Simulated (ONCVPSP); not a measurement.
## indium: one change to an ONCV potential, before and after

```json
{"Element": "indium", "Generator": "ONCVPSP 4.0.1", "Type": "optimised norm-conserving Vanderbilt (ONCV)", "Functional": "PBEsol", "Relativity": "scalar-relativistic", "Frozen core": "[Kr] 4d10", "Valence charge": "3", "Reference configuration": "5s1.75 5p1.25", "Partial waves": "5s: rc 2.15 bohr, ncon 4, nbas 8, qcut 2.5 1/bohr, local; 5p: rc 2.65 bohr, ncon 3, nbas 6, qcut 3.7 1/bohr, 1 projector", "Local potential": "the s channel", "Core correction": "Teter function, fcfact 2.25, rcfact 1.3"}
```

All-electron outer shells of the reference configuration (PBEsol, scalar-relativistic, ld1.x):

| shell | level (eV) | outermost node (bohr) | outermost maximum (bohr) |
| --- | --- | --- | --- |
| 4p | -78.46 | 0.42 | 0.82 |
| 4d | -19.01 | 0.40 | 0.94 |
| 5s | -8.52 | 1.02 | 2.13 |
| 5p | -2.71 | 1.14 | 2.85 |

Change: s: qcut 2.1; p: qcut 3.

Cutoffs: the cutoffs (Ha) at which the residual kinetic energy of the hardest occupied pseudo-wave falls to 1 and 0.1 mHa per electron; they do not see the model core or the augmentation charge, which bear on the density cutoff. Errors are all-electron minus pseudo energies relative to the spin-unpolarised reference configuration.

Question: What does the change do?

Answer: The potential gets harder (19 Ha and 36 Ha → 30 Ha and 37 Ha); of the 4 tests that both files solve, the error grows in 1 and shrinks in 0 by more than 15 % and 0.3 meV (median size 1.7 → 1.8 meV); neither file shows a bound ghost.

| quantity | base | changed |
| --- | --- | --- |
| cutoff, loose | 19 Ha | 30 Ha |
| cutoff, tight | 36 Ha | 37 Ha |
| loose cutoff by channel | s 19 Ha, p 3.8 Ha | s 30 Ha, p 2.8 Ha |
| bound ghosts | none | none |
| GHOST(+) flags under 300 eV | none | none |
| error for 5s2 5p1, meV [ΔE -1.44 eV] | -0.1 | -0.1 |
| error for 5s2 5p0, meV [ΔE 3.92 eV] | 0.0 | +0.5 |
| error for 5s1 5p0, meV [ΔE 23.20 eV] | -99 | -102 |
| error for 5s1 5p2, meV [ΔE 4.43 eV] | -3.3 | -3.1 |
| s: phases at 2.19 bohr within 0.05 rad from the reference energy up to (Ha; the scan ends near 5) | 1.2 | 0.9 |
| p: phases at 2.70 bohr within 0.05 rad from the reference energy up to (Ha; the scan ends near 5) | 1.5 | 1.5 |
| rms error of d²Exc/dni dnj with the model core, mHa | 3.53 | 3.45 |
